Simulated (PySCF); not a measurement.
A structure optimised at B3LYP-D3(BJ)/def2-SVP, used in a PySCF frequency run:

```xyz
6

Zn    -0.0189     0.8539     0.0000
N      0.1197     2.6788     0.0000
H     -0.2457     3.1624    -0.8202
H     -0.2457     3.1624     0.8202
Se     0.0484    -1.4462     0.0000
H     -1.4275    -1.5221     0.0000
```
Charge 0, spin multiplicity 1.

Q: Write its SMILES, formula and point group.

A: [NH2][Zn][SeH], H3NSeZn, Cs

Q: What are its rotational constants (standard atomic weights)?

A: 129.49, 1.5059, 1.5005 GHz
